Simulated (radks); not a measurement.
All-electron atom: Cs20+ in [Ar] 3d10 4s2 4p5 (the NIST ground configuration). Method: Dirac Kohn-Sham, exchange-only PBE, spin-unpolarised, spherical densities, finite nucleus; open shells fill j = l - 1/2 first; Fermi nuclear charge, rms radius 4.8041 fm; computed with a radial shooting solver on a logarithmic mesh with Libxc functionals. Some entries of the table are withheld. Estimate them.

| orbital | occ. | eigenvalue (hartree) | r(max) (bohr) |
|---|---|---|---|
| 1s1/2 | 2 | -1334.891 | (1) |
| 2s1/2 | 2 | (2) | 0.09499 |
| 2p1/2 | 2 | -214.2460 | 0.07267 |
| 2p3/2 | 4 | -201.2805 | 0.07764 |
| 3s1/2 | 2 | -62.12639 | 0.2715 |
| 3p1/2 | 2 | (3) | 0.2578 |
| 3p3/2 | 4 | (4) | 0.2686 |
| 3d3/2 | 4 | -45.74971 | 0.2164 |
| 3d5/2 | 6 | -45.20400 | 0.2194 |
| 4s1/2 | 2 | -25.16875 | 0.6136 |
| 4p1/2 | 2 | (5) | (6) |
| 4p3/2 | 3 | (7) | (8) |
| 4d3/2 | 0 | (9) | 0.6412 |
| 4d5/2 | 0 | (10) | 0.6467 |
| 5s1/2 | 0 | -13.51964 | 1.158 |

Answer. 
(1) 1s1/2 r(max) (bohr): 0.01678
(2) 2s1/2 eigenvalue (hartree): -226.3828
(3) 3p1/2 eigenvalue (hartree): -57.07817
(4) 3p3/2 eigenvalue (hartree): -54.54092
(5) 4p1/2 eigenvalue (hartree): -23.22302
(6) 4p1/2 r(max) (bohr): 0.6191
(7) 4p3/2 eigenvalue (hartree): -22.55600
(8) 4p3/2 r(max) (bohr): 0.6382
(9) 4d3/2 eigenvalue (hartree): -19.32104
(10) 4d5/2 eigenvalue (hartree): -19.18663
